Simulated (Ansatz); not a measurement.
Na8Cl8 (started as a model of: 1x4x4 NaCl rock-salt block). Charge 0, multiplicity 1. Geometry r2SCAN-D4/def2-SVP; atoms count from 1.

Cartesian coordinates in Å:
```
Na -4.306 -1.509 2.554
Cl -2.203 -2.828 2.118
Na -0.336 -3.964 0.683
Cl 1.886 -5.055 0.198
Cl -3.825 0.714 1.469
Na -1.483 -0.521 0.893
Cl 0.103 -1.755 -0.852
Na 2.545 -2.947 -1.022
Na -2.545 2.948 1.022
Cl -0.103 1.755 0.853
Na 1.483 0.521 -0.892
Cl 3.826 -0.715 -1.469
Cl -1.886 5.055 -0.199
Na 0.336 3.964 -0.682
Cl 2.203 2.828 -2.118
Na 4.305 1.509 -2.555
```

Estimate the Mulliken populations from the PBE0/def2-SVP orbitals of Ansatz.


```json
{"atom": "Na1", "charge (e)": "0.59"}
{"atom": "Cl2", "charge (e)": "-0.49"}
{"atom": "Na3", "charge (e)": "0.48"}
{"atom": "Cl4", "charge (e)": "-0.51"}
{"atom": "Cl5", "charge (e)": "-0.49"}
{"atom": "Na6", "charge (e)": "0.42"}
{"atom": "Cl7", "charge (e)": "-0.48"}
{"atom": "Na8", "charge (e)": "0.48"}
{"atom": "Na9", "charge (e)": "0.48"}
{"atom": "Cl10", "charge (e)": "-0.48"}
{"atom": "Na11", "charge (e)": "0.42"}
{"atom": "Cl12", "charge (e)": "-0.49"}
{"atom": "Cl13", "charge (e)": "-0.51"}
{"atom": "Na14", "charge (e)": "0.48"}
{"atom": "Cl15", "charge (e)": "-0.49"}
{"atom": "Na16", "charge (e)": "0.59"}
```
Mulliken values depend strongly on the basis.

And the Mayer bond orders between heavy atoms (over 0.3)?

Na1–Cl2 0.37 (2.52 Å); Na1–Cl5 0.37 (2.52 Å); Na3–Cl4 0.45 (2.52 Å); Cl4–Na8 0.45 (2.52 Å); Na9–Cl13 0.45 (2.52 Å); Cl12–Na16 0.37 (2.52 Å); Cl13–Na14 0.45 (2.52 Å); Cl15–Na16 0.37 (2.52 Å).
